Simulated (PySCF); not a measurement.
# SMILES C=C(C)[C@@]1(F)CC1=C, C7H9F

Geometry:
```json
{"atom": "C1", "x (Å)": "-1.624", "y (Å)": "1.474", "z (Å)": "-0.991"}
{"atom": "C2", "x (Å)": "-0.897", "y (Å)": "0.472", "z (Å)": "-0.515"}
{"atom": "C3", "x (Å)": "-1.139", "y (Å)": "-0.959", "z (Å)": "-0.888"}
{"atom": "C4", "x (Å)": "0.229", "y (Å)": "0.714", "z (Å)": "0.421"}
{"atom": "F5", "x (Å)": "0.568", "y (Å)": "2.048", "z (Å)": "0.526"}
{"atom": "C6", "x (Å)": "0.396", "y (Å)": "-0.074", "z (Å)": "1.717"}
{"atom": "C7", "x (Å)": "1.335", "y (Å)": "-0.243", "z (Å)": "0.605"}
{"atom": "C8", "x (Å)": "2.413", "y (Å)": "-0.799", "z (Å)": "0.117"}
{"atom": "H9", "x (Å)": "-1.432", "y (Å)": "2.496", "z (Å)": "-0.716"}
{"atom": "H10", "x (Å)": "-2.432", "y (Å)": "1.300", "z (Å)": "-1.679"}
{"atom": "H11", "x (Å)": "-1.394", "y (Å)": "-1.556", "z (Å)": "-0.013"}
{"atom": "H12", "x (Å)": "-0.244", "y (Å)": "-1.391", "z (Å)": "-1.335"}
{"atom": "H13", "x (Å)": "-1.957", "y (Å)": "-1.025", "z (Å)": "-1.601"}
{"atom": "H14", "x (Å)": "-0.321", "y (Å)": "-0.849", "z (Å)": "1.947"}
{"atom": "H15", "x (Å)": "0.733", "y (Å)": "0.483", "z (Å)": "2.580"}
{"atom": "H16", "x (Å)": "2.781", "y (Å)": "-0.554", "z (Å)": "-0.866"}
{"atom": "H17", "x (Å)": "2.977", "y (Å)": "-1.524", "z (Å)": "0.682"}
```

Computed with GIAO CAM-B3LYP/pcSseg-1 magnetisability, rotational g tensor and spin-rotation constants, non-relativistic, gas phase in PySCF. Geometry: GFN2-xTB.

What are the magnetisability and the molar susceptibility?

Isotropic -1206 × 10⁻³⁰ J/T², or -72.6 × 10⁻⁶ cm³/mol; principal values -1348, -1227, -1042 × 10⁻³⁰ J/T², anisotropy 267 × 10⁻³⁰ J/T² (root of half the summed squared differences of the principal values). The susceptibility is in cgs units.

Split it along the inertial axes a, b, c into diamagnetic and paramagnetic parts about the centre of mass, with the quadrupole moment.


```
axis  χ (10⁻⁶ cm³/mol)  diamagnetic (10⁻⁶ cm³/mol)  paramagnetic (10⁻⁶ cm³/mol)  summed x² of all electrons (Å²)  quadrupole Θ (D Å)
   a             -63.8                      -517.1                        453.4                            146.3               +3.28
   b             -79.8                      -786.4                        706.6                             82.8               -3.66
   c             -74.2                      -972.1                        897.9                             39.1               +0.38
```
Anisotropies 2χaa − χbb − χcc = +26.5 and 2χbb − χaa − χcc = -21.7 × 10⁻⁶ cm³/mol. Θ is traceless in Buckingham's convention.

And the rotational g tensor?


```csv
axis,rotational constant (GHz),g,nuclear part,electronic part
a,2.9077,-0.0305,0.5888,-0.6193
b,1.8015,-0.0018,0.5962,-0.5980
c,1.3909,-0.0066,0.5801,-0.5867
```
Asymmetric top; isotopes 12C, 19F, 1H; no vibrational averaging.
